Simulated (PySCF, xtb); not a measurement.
ZnHF, SMILES [F][ZnH].

xtb with GFN2-xTB at its own geometry gives an orbital gap of 7.32 eV and a dipole moment of 2.85 D.

Geometry optimised at PBE0-D3(BJ)/def2-TZVP.

**Question.** What does PySCF with M06-2X/def2-TZVPD give? (The exact figures need the calculation; the answer reports its results.)

**Answer.** gap 10.41 eV (levels -10.78 and -0.37 eV), dipole 2.20 D.
